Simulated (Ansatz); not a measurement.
Name a neutral molecule of C, Mo, N, O and H with size of the dipole moment (ωB97M-V/def2-TZVPP) between 3.70 and 4.00 D and LUMO energy (ωB97M-V/def2-TZVPP) between -0.20 and 0.10 eV (Ansatz, PBE0-D4/def2-TZVP geometry).

`[CH3][Mo]([NH2])(=[O])=[O]` (3.96 D, 0.08 eV). Other molecules can fit too; these were computed, each in one conformer that needn't be the lowest.
